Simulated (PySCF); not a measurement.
Calculation: PBE-D3(BJ)/def2-TZVP // r2SCAN-D4/def2-TZVP (PySCF). Gas-phase values, no solvent. 

Reference species (SMILES): `FC(F)(F)[SiH3]` (neutral, multiplicity 1).

```
Quantity        Value
-------------  ------
dipole moment  2.00 D
```

Changed species: `[SiH3]CC` (X = ethyl, parent; the reference has X = trifluoromethyl, parent).

**Question.** Predict the effect on the dipole moment.

**Answer.** the dipole moment falls by 1.06 D, to 0.94 D.
